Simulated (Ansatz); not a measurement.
`BO[SiH](N)[SiH3]`. The species carries charge 0 and has multiplicity 1. All single points use the PBE0-D4/def2-TZVP geometry. It is one conformer, not always the lowest.

```xyz
13

B     0.785   -1.986    0.803
O     0.332   -1.547   -0.382
Si   -0.356   -0.090   -0.834
N     0.656    0.864   -1.817
Si   -0.926    1.166    1.063
H     1.267   -3.083    0.864
H     0.707   -1.283    1.781
H    -1.522   -0.478   -1.664
H     0.801    0.652   -2.791
H     1.418    1.399   -1.435
H     0.294    1.727    1.707
H    -1.790    2.300    0.637
H    -1.668    0.357    2.067
```

Question: What is the dipole moment at B3LYP/def2-TZVPP? (Estimate.)

Answer: Computed: 1.70 D, with components (0.76, 1.08, -1.08) D in this frame, pointing from negative to positive charge.

Question: And with PBE, r2SCAN, ωB97M-V? (Best estimate.)

Answer: Ansatz gave: PBE 1.85 D, r2SCAN 1.78 D, ωB97M-V 1.71 D.

Question: Give the Mulliken charges with B3LYP, ωB97M-V, PBE in def2-TZVPP. (Best estimate.)

Answer: Computed: 
```json
{"atom": "B1", "B3LYP": "0.07", "ωB97M-V": "0.02", "PBE": "0.07"}
{"atom": "O2", "B3LYP": "-0.29", "ωB97M-V": "-0.30", "PBE": "-0.21"}
{"atom": "Si3", "B3LYP": "0.47", "ωB97M-V": "0.40", "PBE": "0.38"}
{"atom": "N4", "B3LYP": "-0.39", "ωB97M-V": "-0.35", "PBE": "-0.37"}
{"atom": "Si5", "B3LYP": "0.11", "ωB97M-V": "0.00", "PBE": "0.04"}
{"atom": "H6", "B3LYP": "0.00", "ωB97M-V": "0.04", "PBE": "-0.02"}
{"atom": "H7", "B3LYP": "0.00", "ωB97M-V": "0.04", "PBE": "-0.02"}
{"atom": "H8", "B3LYP": "-0.08", "ωB97M-V": "-0.03", "PBE": "-0.07"}
{"atom": "H9", "B3LYP": "0.14", "ωB97M-V": "0.12", "PBE": "0.15"}
{"atom": "H10", "B3LYP": "0.14", "ωB97M-V": "0.12", "PBE": "0.15"}
{"atom": "H11", "B3LYP": "-0.06", "ωB97M-V": "-0.02", "PBE": "-0.04"}
{"atom": "H12", "B3LYP": "-0.06", "ωB97M-V": "-0.02", "PBE": "-0.04"}
{"atom": "H13", "B3LYP": "-0.05", "ωB97M-V": "-0.01", "PBE": "-0.03"}
```

B3LYP here is the variant with VWN-RPA as its local correlation; programs differ in this.
